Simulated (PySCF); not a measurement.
BrFHInO, SMILES [OH][In]([F])[Br].

Coordinates come from a B3LYP-D3(BJ)/def2-SVP optimisation. The structure was generated by enumeration; whether it is a known compound was not checked. The def2 effective core potentials stand for the cores of In; spin–orbit coupling is left out. The values are those of a single conformer.

Two levels are set side by side: PBE/def2-TZVP (PySCF) and r2SCAN/def2-TZVP (PySCF). Same geometry, gas phase. Differences are taken from unrounded values.

| quantity | r2SCAN |
|---|---|
| orbital gap (eV) | 4.30 |
| highest occupied level (eV) | -7.92 |
| lowest empty level (eV) | -3.62 |
| dipole moment (D) | 1.10 |
| mean polarisability (bohr³) | 57.0 |

Task: What does PBE give, and how far is it from r2SCAN? (An estimate is asked for; the answer gives what the named calculation found.)

Result: 
```
quantity                       PBE  PBE minus r2SCAN
---------------------------  -----  ----------------
orbital gap (eV)              3.77             -0.53
highest occupied level (eV)  -7.58              0.34
lowest empty level (eV)      -3.81             -0.19
dipole moment (D)             1.08             -0.03
mean polarisability (bohr³)   59.2               2.3
```

Rough cost on one machine, each run with all the roots and properties that it gave: r2SCAN against PBE about 3 times.
